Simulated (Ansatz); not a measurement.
(NaF)2 ring (Na₂F₂). Charge 0, multiplicity 1. Geometry PBE-D4/def2-TZVP.

```tsv
atom	x (Å)	y (Å)	z (Å)
Na1	-0.820	0.985	-0.625
F2	-1.149	-0.355	0.948
Na3	0.820	-0.985	0.625
F4	1.149	0.355	-0.948
```

B3LYP takes the VWN-RPA correlation. HSE06 is defined as in plane-wave codes, on full-range PBE exchange.

Q: Estimate the orbital energies around the gap (eV) in Ansatz with PBE-D4/def2-TZVP, r2SCAN-D4/def2-TZVP, B3LYP-D4/6-31G, HSE06-D4/def2-TZVP, ωB97M-V/def2-TZVP.

A: 
| orbital | PBE-D4/def2-TZVP | r2SCAN-D4/def2-TZVP | B3LYP-D4/6-31G | HSE06-D4/def2-TZVP | ωB97M-V/def2-TZVP |
| --- | --- | --- | --- | --- | --- |
| HOMO−5 | -6.30 | -6.61 | -7.14 | -7.79 | -10.89 |
| HOMO−4 | -6.27 | -6.56 | -7.14 | -7.68 | -10.73 |
| HOMO−3 | -6.10 | -6.40 | -6.97 | -7.52 | -10.56 |
| HOMO−2 | -5.98 | -6.31 | -6.80 | -7.42 | -10.48 |
| HOMO−1 | -5.81 | -6.14 | -6.54 | -7.25 | -10.29 |
| HOMO | -5.71 | -6.04 | -6.47 | -7.18 | -10.20 |
| LUMO | -1.24 | -0.56 | -1.05 | -0.94 | -0.19 |
| LUMO+1 | -0.73 | -0.10 | -0.61 | -0.48 | 0.10 |
| LUMO+2 | 0.37 | 0.88 | 0.47 | 0.57 | 1.16 |
| LUMO+3 | 0.82 | 1.43 | 0.86 | 1.06 | 1.52 |
| LUMO+4 | 0.97 | 1.46 | 1.06 | 1.14 | 1.74 |
| LUMO+5 | 1.21 | 1.74 | 1.25 | 1.43 | 1.95 |
